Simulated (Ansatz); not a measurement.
Program: Ansatz. Geometries: PBE0-D4/def2-TZVP. ΔE: electronic, gas phase. CCSD(T)/CBS adds triple-zeta CCSD(T) − MP2 to the extrapolated MP2 energy (def2 sets, frozen cores). DFT in def2-TZVPP. Each species was taken in one conformer, which may not be the lowest.

Consider the substitution at a C–Si bond: `C[SiH]1BCC1` + `C[SiH](N)O` → `CO[SiH](C)N` + `B1CC[SiH2]1`.

(1) Is it downhill or uphill in electronic energy at CCSD(T)/CBS, and by how much? (An estimate is asked.)

(2) What do these levels give: PBE-D4, PBE0, MP2/def2-TZVPP, CCSD/def2-TZVPP, CCSD(T)/def2-TZVPP, HF/def2-QZVPP? (Best estimate.)

Largest T1 diagnostic among the species: 0.012.

Results:

(1) Computed: Uphill: ΔE = +96.6 kJ/mol.

(2) Computed: PBE-D4 92.0, PBE0 93.8, MP2/def2-TZVPP 100.5, CCSD/def2-TZVPP 92.1, CCSD(T)/def2-TZVPP 93.0, HF/def2-QZVPP 80.9 kJ/mol.

In def2-TZVPP, CCSD(T) changes the Hartree–Fock value by +12.1 kJ/mol (the triples alone add +0.9 kJ/mol) and MP2 by +19.6 kJ/mol.
